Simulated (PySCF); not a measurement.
Choosing a molecule for a target property.

Each SMILES stands for a single optimised conformer of the isolated species, non-relativistic unless stated; the electronic structure was computed with PySCF and density fitting.

The conformers computed, where there is a choice (atom-mapped SMILES and torsion angles):
- `[CH3:1][CH:2]=[P:3]1([N:4]([CH3:5])[CH3:6])[CH:7]=[CH:8]1`: C2–P3–N4–C5 150°
- `[CH3:1][SiH2:2][Si@@H:3]([SiH3:4])/[C:5]([CH:6]=[O:7])=[CH:8]/[Cl:9]`: C1–Si2–Si3–Si4 -20°, Si2–Si3–C5–C6 -70°, Si3–C5–C6–O7 1°
- `[CH3:1][CH2:2][CH2:3][PH:4][CH2:5][CH2:6][C:7]#[N:8]`: C1–C2–C3–P4 58°, C2–C3–P4–C5 75°, C3–P4–C5–C6 163°, P4–C5–C6–C7 179°
- `[CH3:1][CH:2]([CH3:3])[CH2:4][O:5][SiH3:6]`: C1–C2–C4–O5 -173°, C2–C4–O5–Si6 -179°
- `[CH3:1][CH2:2][S:3](=[O:4])(=[O:5])[Cl:6]`: C1–C2–S3–O4 -48°
- `[CH3:1][CH2:2][SiH:3]([CH2:4][CH3:5])[CH2:6][CH3:7]`: C1–C2–Si3–C4 60°, C2–Si3–C4–C5 59°, C2–Si3–C6–C7 -59°

Question: Wanted: dipole moment between 0.7 D and 1.3 D (PBE0/pcSseg-1) and HOMO energy below -7.5 eV (PBE0/pcSseg-1), at GFN2-xTB geometries. Which candidate meets both?
A. `O=S(CC)(Cl)=O`
B. `CC[SiH](CC)CC`
C. `C(=O)/C(=C\Cl)[Si@@H]([SiH2]C)[SiH3]`
D. `CC=P1(N(C)C)C=C1`
E. `CC(C)CO[SiH3]`
F. `C(PCCC#N)CC`

Answer: E. Computed values:
```
                             species  dipole moment  HOMO energy
                       CC[SiH](CC)CC         0.48 D     -7.84 eV
                       CC(C)CO[SiH3]         0.95 D     -8.02 eV
C(=O)/C(=C\Cl)[Si@@H]([SiH2]C)[SiH3]         1.65 D     -7.71 eV
                    CC=P1(N(C)C)C=C1         2.36 D     -5.06 eV
                         C(PCCC#N)CC         3.84 D     -7.22 eV
                       O=S(CC)(Cl)=O         4.29 D     -9.07 eV
```

Question: Wanted: HOMO–LUMO gap between 6 eV and 8 eV (PBE0/pcSseg-1) and smallest rotational constant above 0.8 GHz (GFN2-xTB), at GFN2-xTB geometries. Which candidate meets both?
A. `C[SiH2][Si@@H]([SiH3])/C(C=O)=C/Cl`
B. `CCS(=O)(=O)Cl`
C. `CC=P1(N(C)C)C=C1`
D. `C(PCCC#N)CC`
E. `CC(C)CO[SiH3]`

Answer: B. Computed values:
```
                           species  HOMO–LUMO gap  smallest rotational constant
                  CC=P1(N(C)C)C=C1        4.60 eV                     1.025 GHz
C[SiH2][Si@@H]([SiH3])/C(C=O)=C/Cl        5.26 eV                     0.417 GHz
                       C(PCCC#N)CC        7.39 eV                     0.614 GHz
                     CCS(=O)(=O)Cl        7.66 eV                     1.795 GHz
                     CC(C)CO[SiH3]        8.52 eV                     1.108 GHz
```
